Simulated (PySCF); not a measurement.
**As (arsenic, neutral) across methods**

[Ar] 3d10 4s2 4p2 5s1, high-spin 4P determinant (an excited configuration). Calculation: PySCF 2.14, in x2c-TZVPPall with one added diffuse shell each of s, p, d type (7s6p5d1f, 57 functions); scalar relativity by spin-free X2C-1e.

| method | E (hartree) | mean ε 4s β (eV) | mean ε 4p α (eV) | mean ε 5s α (eV) | Σ⟨r²⟩ (bohr²) | ⟨S²⟩ |
| --- | --- | --- | --- | --- | --- | --- |
| BHandHLYP | -2260.430 | -18.968 | -10.783 | -2.124 | 58.47 | 3.753 |
| PBE0 | -2260.187 | -17.771 | -9.859 | -1.967 | 58.47 | 3.753 |
| LDA | -2257.023 | -17.092 | -8.659 | -1.612 | 58.09 | 3.751 |
| HSE06 | -2260.186 | -17.517 | -9.434 | -1.646 | 58.46 | 3.753 |
| wB97X | -2260.502 | -20.666 | -12.019 | -2.965 | 58.48 | 3.752 |
| PBE | -2260.152 | -16.687 | -8.618 | -1.553 | 58.39 | 3.752 |
| PBEsol | -2258.520 | -16.717 | -8.618 | -1.572 | 58.34 | 3.751 |
| r2SCAN | -2260.432 | -16.948 | -9.088 | -1.534 | 58.47 | 3.754 |
| UHF | -2258.76711 | -19.770 | -12.908 | -2.843 | 59.21 | 3.759 |

The outer electron is Rydberg-like, and this basis confines it to a smaller radius and binds it less than a complete one would.
